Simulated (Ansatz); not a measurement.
Cost and result for the atomization energy of `CBC(N)C#N` (13 atoms, 12 bonds).

```xyz
13

C     0.230   -1.884   -0.307
B    -0.610   -0.594   -0.194
C    -0.035    0.767    0.364
N    -0.703    1.956   -0.129
C     1.410    0.873    0.198
N     2.552    0.932    0.077
H     1.163   -1.884    0.261
H    -0.336   -2.798   -0.118
H     0.521   -1.931   -1.370
H    -1.771   -0.575   -0.500
H    -0.187    0.580    1.455
H    -0.536    2.761    0.459
H    -1.699    1.798   -0.195
```

Total charge 0; spin multiplicity 1. Geometry: relaxed with PBE0-D4/def2-TZVP. It is one conformer, not always the lowest. Program: Ansatz. All runs use 4 threads of an Arm Neoverse V2 on a shared host. Times are those of one run each, without the atoms' runs, and a repeat can differ threefold. Electronic energies, without spin–orbit coupling; frozen cores. CCSD(T)/CBS adds CCSD(T) − MP2 in def2-TZVPP to the MP2 limit, and its time is that of the two runs behind it. T1 = 0.012. B3LYP takes the VWN-RPA correlation (the form of Gaussian; ORCA's B3LYP/G).

CCSD(T)/CBS is a level of theory with its own doubt, some kJ/mol a heavy atom from the limit and from the frozen cores, so smaller differences don't rank the functionals.

```tsv
level	functions	wall time
PBE-D4/def2-TZVPP (with forces)	284	2.6 s
PBE0-D4/def2-TZVPP	284	2.8 s
r2SCAN-D4/def2-TZVPP (with forces)	284	4.9 s
B3LYP-D4/def2-TZVPP (with forces)	284	4.9 s
B2PLYP/def2-TZVPP	284	6 s
ωB97X-V/def2-TZVPP	284	8 s
ωB97M-V/def2-TZVPP (with forces)	284	11 s
MP2/def2-QZVPP	552	29 s
CCSD(T)/def2-TZVPP	284	4.3 min
CCSD(T)/CBS(def2)	–	4.8 min
```

What atomization energy does each give, and how far from CCSD(T)/CBS? (Estimate.)

The calculation gave: 
| level | atomization (kJ/mol) | difference from CCSD(T)/CBS | per bond |
| --- | --- | --- | --- |
| PBE-D4/def2-TZVPP (with forces) | 5423.7 | 187.1 | 15.6 |
| PBE0-D4/def2-TZVPP | 5302.0 | 65.4 | 5.4 |
| r2SCAN-D4/def2-TZVPP (with forces) | 5259.2 | 22.6 | 1.9 |
| B3LYP-D4/def2-TZVPP (with forces) | 5284.7 | 48.1 | 4.0 |
| B2PLYP/def2-TZVPP | 5225.8 | -10.8 | -0.9 |
| ωB97X-V/def2-TZVPP | 5273.8 | 37.2 | 3.1 |
| ωB97M-V/def2-TZVPP (with forces) | 5287.1 | 50.5 | 4.2 |
| MP2/def2-QZVPP | 5290.8 | 54.2 | 4.5 |
| CCSD(T)/def2-TZVPP | 5098.7 | -137.9 | -11.5 |
| CCSD(T)/CBS(def2) | 5236.6 | 0.0 | 0.0 |

From PBE to PBE0 (25 % exact exchange), in def2-TZVPP and without D4, the atomization energy moves by −117.9 kJ/mol: exact exchange takes away binding that semilocal exchange gives to molecules. The D4 term adds +38.7 kJ/mol with B3LYP and +20.6 kJ/mol with PBE0; it sums over pairs of atoms, weighted by their polarisabilities, and B3LYP, whose exchange is more repulsive, gets the larger term. In def2-TZVPP, CCSD(T) changes the Hartree–Fock value by +1355.1 kJ/mol (the triples alone add +88.6 kJ/mol) and MP2 by +1465.8 kJ/mol; breaking electron pairs costs correlation energy, which Hartree–Fock lacks.
